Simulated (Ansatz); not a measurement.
Cost and result for the atomization energy of `F[C@H]1C=CC[C@@H]1F` (13 atoms, 13 bonds).

```csv
atom,x (Å),y (Å),z (Å)
F1,-1.137,-1.002,-1.681
C2,-0.831,-0.834,-0.332
C3,0.577,-1.243,-0.062
C4,1.340,-0.193,0.223
C5,0.578,1.095,0.208
C6,-0.874,0.653,0.037
F7,-1.545,0.793,1.242
H8,-1.583,-1.389,0.236
H9,0.908,-2.272,-0.122
H10,2.402,-0.240,0.433
H11,0.679,1.665,1.136
H12,0.912,1.748,-0.605
H13,-1.427,1.219,-0.715
```

Charge 0, multiplicity 1. The geometry is a stationary point of PBE0-D4/def2-TZVP. Program: Ansatz. All runs use 2 threads of an AMD EPYC 7R13 on a shared host and a share of an NVIDIA H100 80 GB. Times are those of one run each, without the atoms' runs, and a repeat can differ threefold. Electronic energies, without spin–orbit coupling; frozen cores. CCSD(T)/CBS adds CCSD(T) − MP2 in def2-TZVPP to the MP2 limit, and its time is that of the two runs behind it. T1 = 0.011. B3LYP takes the VWN-RPA correlation (the form of Gaussian; ORCA's B3LYP/G).

CCSD(T)/CBS is a level of theory with its own doubt, some kJ/mol a heavy atom from the limit and from the frozen cores, so smaller differences don't rank the functionals.

| level | functions | wall time |
| --- | --- | --- |
| revPBE-D4/def2-TZVPP | 301 | 3.1 s |
| LDA (SPW92)/def2-TZVPP | 301 | 4.3 s |
| r2SCAN-D4/def2-TZVPP (with forces) | 301 | 6 s |
| CCSD(T)/def2-SVP | 128 | 6.5 s |
| PBE-D4/def2-TZVPP (with forces) | 301 | 7 s |
| B3LYP-D4/def2-TZVPP (with forces) | 301 | 7 s |
| r2SCANh-D4/def2-TZVPP | 301 | 7 s |
| B2PLYP/def2-TZVPP | 301 | 7.5 s |
| PBE-QIDH/def2-TZVPP | 301 | 7.5 s |
| B97M-V/def2-TZVPP | 301 | 8 s |
| MP2/def2-QZVPP | 579 | 9 s |
| CCSD(T)/def2-TZVPP | 301 | 15 s |
| CCSD(T)/CBS(def2) | – | 24 s |

Question: What atomization energy does each give, and how far from CCSD(T)/CBS? (Estimate.)

Answer: Ansatz gave: 
| level | atomization (kcal/mol) | difference from CCSD(T)/CBS | per bond |
| --- | --- | --- | --- |
| revPBE-D4/def2-TZVPP | 1348.2 | 9.2 | 0.7 |
| LDA (SPW92)/def2-TZVPP | 1563.9 | 224.9 | 17.3 |
| r2SCAN-D4/def2-TZVPP (with forces) | 1347.3 | 8.3 | 0.6 |
| CCSD(T)/def2-SVP | 1286.0 | -53.0 | -4.1 |
| PBE-D4/def2-TZVPP (with forces) | 1387.1 | 48.1 | 3.7 |
| B3LYP-D4/def2-TZVPP (with forces) | 1338.7 | -0.3 | 0.0 |
| r2SCANh-D4/def2-TZVPP | 1337.9 | -1.1 | -0.1 |
| B2PLYP/def2-TZVPP | 1327.7 | -11.3 | -0.9 |
| PBE-QIDH/def2-TZVPP | 1342.8 | 3.8 | 0.3 |
| B97M-V/def2-TZVPP | 1342.4 | 3.4 | 0.3 |
| MP2/def2-QZVPP | 1359.8 | 20.8 | 1.6 |
| CCSD(T)/def2-TZVPP | 1306.9 | -32.1 | -2.5 |
| CCSD(T)/CBS(def2) | 1339.0 | 0.0 | 0.0 |

From r2SCAN to r2SCAN0 (25 % exact exchange), in def2-TZVPP and without D4, the atomization energy moves by −23.1 kcal/mol: exact exchange takes away binding that semilocal exchange gives to molecules. In def2-TZVPP, CCSD(T) changes the Hartree–Fock value by +327.3 kcal/mol (the triples alone add +22.6 kcal/mol) and MP2 by +361.4 kcal/mol; breaking electron pairs costs correlation energy, which Hartree–Fock lacks. Leaving LDA and LC-ωPBE aside and taking each functional with its dispersion term where it has one, the values, not all of them listed here, spread over 93.4 kcal/mol, from BHLYP-D4 to PBE-D4. LDA lies +183.3 kcal/mol from PBE without D4, its usual overbinding.
